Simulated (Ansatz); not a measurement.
These are frozen-core CCSD(T)/cc-pVTZ // B3LYP-D3(BJ)/def2-TZVP (Ansatz, a first-principles code) values and carry that method's errors.

Ansatz 0.2 input:
```yaml
crystal:
  periodic: [false, false, false]
  atoms:
    - { symbol: B, position_ang: [1.727588, 0.391957, -0.626831] }
    - { symbol: N, position_ang: [0.572852, 0.130097, -0.241915] }
    - { symbol: C, position_ang: [-0.629974, -0.142847, 0.1592] }
    - { symbol: C, position_ang: [-1.747342, -0.396324, 0.531829] }
    - { symbol: H, position_ang: [2.807834, 0.636926, -0.986862] }
    - { symbol: H, position_ang: [-2.73096, -0.619811, 0.859961] }
basis:
  gaussian: { orbitals: cc-pVTZ }
correlation:
  method: ccsd_t
```

Output:

```
Functional definition: HF
868 factors; integrals over basis functions are off by at most 9.3e-4 eV
mean field evaluation 1: about -4242.1576 eV, gradient 3.5e1 eV
mean field evaluation 2: about -4242.1634 eV, gradient 3.5e1 eV
mean field evaluation 4: about -4245.4227 eV, gradient 4.4e0 eV
mean field evaluation 8: about -4245.4789 eV, gradient 4.1e-1 eV
mean field evaluation 16: about -4245.4165 eV, gradient 4.4e0 eV
mean field -4245.47931967 eV, -156.0184873087 hartree, gradient 2.8e-6 eV, S^2 0.000000; 0 other end points of the search recorded, 0 dependent functions left out
4 core orbitals not correlated
reference -4245.47931967 eV, -156.0184873087 hartree; 9, 9 occupied and 135, 135 virtual orbitals, 868 factors
second order -16.01152310 eV of doubles, -0.00000000 eV of singles
cycle   1  -15.67827852 eV  change    3.3e-1 eV  update   1.1e-1
cycle   2  -16.17973832 eV  change   -5.0e-1 eV  update   3.6e-2
cycle   3  -16.30259998 eV  change   -1.2e-1 eV  update   1.9e-2
cycle   4  -16.29726140 eV  change    5.3e-3 eV  update   5.8e-3
cycle   5  -16.29699112 eV  change    2.7e-4 eV  update   2.9e-3
cycle   6  -16.29867903 eV  change   -1.7e-3 eV  update   6.9e-4
cycle   7  -16.29843620 eV  change    2.4e-4 eV  update   2.5e-4
cycle   8  -16.29839043 eV  change    4.6e-5 eV  update   7.6e-5
cycle   9  -16.29839434 eV  change   -3.9e-6 eV  update   2.8e-5
cycle  10  -16.29837898 eV  change    1.5e-5 eV  update   1.0e-5
perturbative correction -0.89302739 eV, -0.0328181514 hartree
Total energy: -4262.67072605 eV, -156.6502598403 hartree
```

Cost: very roughly 30 core-seconds.
